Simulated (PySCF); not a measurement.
**Calculated NMR parameters of Clc1pcccc1C1CC1**

| Item | Value |
| --- | --- |
| Formula | C8H8ClP |
| SMILES | Clc1pcccc1C1CC1 |
| Point group of the computed structure | C1 |
| Carbon signals | 7 |
| Proton signals | 6 |

Bonds (- single, = double, # triple, : aromatic): Cl1-C2, C2:P3, P3:C4, C4:C5, C5:C6, C6:C7, C7-C8, C8-C9, C9-C10, C7:C2, C10-C8. C4 carries H11; C5 carries H12; C6 carries H13; C8 carries H14; C9 carries H15, H16; C10 carries H17, H18. H15, H17 are cis to C7 on the ring; H16, H18 are trans to C7 on the ring.

Level of theory: structure optimised with PBE0-D3(BJ)/def2-SVP, σ from GIAO-PBE/pcSseg-1, in PySCF (a single conformation, relativity neglected, no solvent, one averaged value for each set of equivalent atoms).

References, each an isolated molecule treated in the same way: 1H (σref 31.20), 13C (σref 180.03) against TMS; 31P (σref 295.64) against H3PO4.

| carbon | δC, type | δH (multiplicity) | HMBC from (2–3 bonds) | span of the C tensor (ppm) |
| --- | --- | --- | --- | --- |
| C2 | 183.7, C | – | H11, H13, H14 | 242 |
| C4 | 159.6, CH | 8.49 (m) | H12, H13 | 297 |
| C5 | 133.2, CH | 7.57 (m) | H11, H13 | 229 |
| C6 | 134.2, CH | 7.29 (m) | H11, H12, H14 | 203 |
| C7 | 150.3, C | – | H12, H13, H14, H16/H18, H15/H17 | 210 |
| C8 | 22.1, CH | 2.14 (m) | H13, H16/H18, H15/H17 | 76 |
| C9/C10 | 9.5, CH2 | H15 0.62 (m); H16 1.04 (m) | H14, H16/H18, H15/H17 | 57 |

Other nuclei:
```json
{"atoms": "P3", "nucleus": "31P", "environment": "phosphorus bonded to 2 C, in a 6-membered ring", "δ (ppm)": "212.3", "σ (ppm)": "83.3"}
```

1. δC 183.7: aromatic carbon bearing chlorine.
2. δC 159.6, 134.2, 133.2: aromatic CH.
3. δC 150.3: substituted aromatic carbon.
4. δC 22.1, 9.5: three-membered-ring carbon; carbons of three-membered rings are unusually shielded.
5. δH 8.49, 7.57, 7.29: hydrogen on an aromatic CH; it sits in the deshielding region of the aromatic ring current.

Carbons that carry Cl, above all several Cl atoms, come out too deshielded, partly because spin–orbit coupling is missing. Splittings by 31P in the carbon and heteronuclear signals aren't shown, as no couplings were computed. Shifts are as computed. Against solution values, carbons near 30 ppm lie about +2 ppm off and those near 130 ppm about +2 ppm. Of 1313 compounds with measured shifts, 239 miss one by over three times the rms of a fit or turn the order of signals round; such compounds aren't used in these exercises. Experimental scales use liquid or dissolved standards, which lie at an offset from isolated H3PO4. No couplings were computed; multiplicities are counted from neighbouring protons, with m where these are inequivalent, close in shift, in a saturated or five-membered ring or joined by F or P, and br s for small geminal =CH2 splittings.
